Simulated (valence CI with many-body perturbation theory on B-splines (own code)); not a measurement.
E1 line list for Sn¹⁹⁺

Computed by relativistic CI+MBPT: three valence electrons over a frozen Dirac-Fock core [Ar] 3d10, a basis of 11 s, 11 p, 9 d, 7 f, 5 g, 2 h, 1 i functions for each j, with the one-electron correlation potential Σ1 (screened to all orders), the two-electron term Σ2, the three-electron term Σ3, Breit, model QED; selected single and double excitations, second order for the rest (own B-spline code, finite nucleus).

No measured spectrum was set against this ion. As an estimate, levels hold to about 250 cm⁻¹ or 0.2 % of their energy and the worst to 1 %, as in measured heavy ions of charge 2 to 7; those with d or f electrons hold less well.

Lines 51 to 100 of 268 in falling wavelength, among levels below 200.52 eV, chosen from the strongest by gf and those to the six lowest levels. Wavelengths and rates use the calculated energies, so an error of 2000 cm⁻¹ moves a line at 24.29 nm by 0.49 % and its rate by three times that or more. Electric multipoles are in the length gauge, E1 and E2 with the static RPA response of the core. Weak lines are less certain than strong ones. Lines between different terms over intervals too small for the method are left out, as are lines whose strength nearly cancels. The highest levels of a list are the least certain.

Names give the largest LS component (configuration and term), which can be under half, so a name can repeat, a term be missing and a line seem to break the LS rules; names also repeat where a configuration has a term twice. Letters in brackets count levels of one name in rising energy.

| λ vac (nm) | Upper | Lower | A (s⁻¹) | log gf | Branch % |
| --- | --- | --- | --- | --- | --- |
| 24.29 | 4s.4p2 2D_5/2 | 4s2.4p 2P°_3/2 | 6.85e+09 | -0.44 | 100.0 |
| 24.16 | 4p2.4d 2F_7/2 [b] | 4s.4p.4d 2F°_5/2 [b] | 4.76e+09 | -0.48 | 2.1 |
| 24.07 | 4p2.4d 2F_7/2 [b] | 4s.4p.4d 2F°_7/2 [b] | 7.62e+09 | -0.28 | 3.4 |
| 24.03 | 4p2.4d 4P_5/2 | 4s.4p.4d 4D°_7/2 | 1.37e+10 | -0.15 | 6.3 |
| 24.00 | 4p2.4d 4F_3/2 | 4s.4p.4d 4F°_3/2 | 8.04e+09 | -0.56 | 20.5 |
| 23.77 | 4p2.4d 4P_3/2 | 4s.4p.4d 4D°_5/2 | 9.55e+09 | -0.49 | 4.4 |
| 23.76 | 4p3 4S°_3/2 | 4s.4p2 2D_3/2 | 3.48e+09 | -0.93 | 5.5 |
| 23.72 | 4p2.4d 4P_1/2 | 4s.4p.4d 4P°_3/2 | 1.33e+10 | -0.65 | 7.2 |
| 23.47 | 4p3 2D°_5/2 | 4s.4p2 2D_3/2 | 4.63e+09 | -0.64 | 17.5 |
| 23.44 | 4p2.4d 4D_7/2 | 4s.4p.4d 2D°_5/2 [a] | 9.55e+09 | -0.20 | 23.8 |
| 23.32 | 4p2.4d 2G_7/2 | 4s.4p.4d 2F°_5/2 [a] | 6.33e+09 | -0.38 | 13.3 |
| 23.13 | 4s.4p.4d 2F°_7/2 [a] | 4s2.4d 2D_5/2 | 1.08e+10 | -0.16 | 16.9 |
| 23.11 | 4p2.4d 4F_7/2 | 4s.4p.4d 4P°_5/2 | 1.42e+10 | -0.04 | 42.2 |
| 22.92 | 4p2.4d 2F_7/2 [a] | 4s.4p.4d 4F°_7/2 | 5.55e+09 | -0.46 | 22.8 |
| 22.86 | 4p2.4d 2F_7/2 [b] | 4s.4p.4d 2F°_7/2 [a] | 4.97e+09 | -0.51 | 2.2 |
| 22.84 | 4p3 2P°_3/2 [a] | 4s.4p2 4P_3/2 | 7.35e+09 | -0.64 | 15.1 |
| 22.62 | 4s.4p.4d 2P°_3/2 [a] | 4s2.4d 2D_3/2 | 1.11e+10 | -0.47 | 5.8 |
| 22.43 | 4p2.4d 4F_7/2 | 4s.4p.4d 4F°_7/2 | 4.11e+09 | -0.61 | 12.2 |
| 22.28 | 4p2.4d 4D_7/2 | 4s.4p.4d 4D°_7/2 | 5.52e+09 | -0.48 | 13.8 |
| 22.16 | 4p2.4d 2F_5/2 [a] | 4s.4p.4d 4F°_5/2 | 7.88e+09 | -0.46 | 31.9 |
| 22.01 | 4s.4p.4d 2F°_7/2 [b] | 4s2.4d 2D_5/2 | 2.30e+10 | 0.12 | 12.6 |
| 21.81 | 4p2.4d 2D_5/2 | 4s.4p.4d 2D°_3/2 [a] | 8.34e+09 | -0.45 | 4.2 |
| 21.74 | 4p2.4d 4F_9/2 | 4s.4p.4d 4F°_7/2 | 8.04e+09 | -0.24 | 30.2 |
| 21.68 | 4s.4p2 2D_3/2 | 4s2.4p 2P°_1/2 | 2.09e+10 | -0.23 | 96.6 |
| 21.54 | 4p2.4d 2F_7/2 [a] | 4s.4p.4d 4F°_5/2 | 6.94e+09 | -0.41 | 28.5 |
| 21.38 | 4p2.4d 2P_1/2 [a] | 4s.4p.4d 2D°_3/2 [a] | 2.25e+10 | -0.51 | 12.8 |
| 21.36 | 4p2.4d 2F_5/2 [a] | 4s.4p.4d 4F°_3/2 | 5.60e+09 | -0.64 | 22.7 |
| 21.27 | 4p2.4d 4D_5/2 | 4s.4p.4d 4F°_7/2 | 1.03e+10 | -0.38 | 14.2 |
| 21.22 | 4s.4p.4d 2F°_5/2 [b] | 4s2.4d 2D_3/2 | 3.12e+10 | 0.10 | 16.1 |
| 21.18 | 4p3 4S°_3/2 | 4s.4p2 4P_5/2 | 1.25e+10 | -0.47 | 19.6 |
| 20.96 | 4p3 2P°_1/2 | 4s.4p2 2D_3/2 | 4.02e+10 | -0.28 | 69.5 |
| 20.95 | 4p3 2D°_5/2 | 4s.4p2 4P_5/2 | 7.48e+09 | -0.53 | 28.3 |
| 20.91 | 4p2.4d 2D_3/2 [b] | 4s.4p.4d 4D°_5/2 | 1.10e+10 | -0.54 | 5.2 |
| 20.90 | 4p2.4d 2D_3/2 [a] | 4s.4p.4d 2F°_5/2 [a] | 2.20e+10 | -0.24 | 24.0 |
| 20.84 | 4p2.4d 4P_5/2 | 4s.4p.4d 4D°_3/2 | 9.69e+09 | -0.42 | 4.5 |
| 20.82 | 4p2.4d 4D_7/2 | 4s.4p.4d 4F°_9/2 | 1.09e+10 | -0.25 | 27.2 |
| 20.80 | 4p2.4d 4P_3/2 | 4s.4p.4d 4D°_1/2 | 6.95e+09 | -0.74 | 3.2 |
| 20.74 | 4p2.4d 2P_3/2 | 4s.4p.4d 4F°_3/2 | 1.79e+10 | -0.34 | 29.1 |
| 20.71 | 4p2.4d 2F_5/2 [b] | 4s.4p.4d 4D°_7/2 | 8.50e+09 | -0.48 | 3.8 |
| 20.69 | 4p2.4d 2F_5/2 [b] | 4s.4p.4d 4D°_5/2 | 8.71e+09 | -0.47 | 3.9 |
| 20.67 | 4p2.4d 4P_3/2 | 4s.4p.4d 4D°_3/2 | 1.17e+10 | -0.52 | 5.4 |
| 20.62 | 4p2.4d 4D_1/2 | 4s.4p.4d 4F°_3/2 | 3.43e+10 | -0.36 | 63.8 |
| 20.54 | 4p2.4d 2G_9/2 | 4s.4p.4d 4F°_9/2 | 1.60e+10 | 0.00 | 52.7 |
| 20.54 | 4p2.4d 4P_5/2 | 4s.4p.4d 4P°_5/2 | 1.41e+10 | -0.27 | 6.5 |
| 20.52 | 4s.4p.4d 2P°_1/2 [a] | 4s2.4d 2D_3/2 | 2.67e+10 | -0.47 | 16.1 |
| 20.44 | 4p2.4d 2G_7/2 | 4s.4p.4d 4F°_7/2 | 7.67e+09 | -0.42 | 16.1 |
| 20.35 | 4p3 2P°_3/2 [a] | 4s.4p2 4P_1/2 | 1.33e+10 | -0.48 | 27.2 |
| 20.29 | 4p2.4d 2D_3/2 [b] | 4s.4p.4d 2D°_3/2 [a] | 9.65e+09 | -0.62 | 4.6 |
| 20.22 | 4s.4p2 2S_1/2 | 4s2.4p 2P°_3/2 | 5.33e+10 | -0.18 | 92.3 |
| 20.21 | 4s.4p2 2P_1/2 | 4s2.4p 2P°_1/2 | 7.35e+10 | -0.05 | 96.1 |

(1) How does gf follow from A for the line at 24.29 nm?

## Answers

(1) gf = 1.4992 × (2J+1)_upper × A / σ², with σ = 411698 cm⁻¹ and 2J+1 = 6: gf = 0.363.
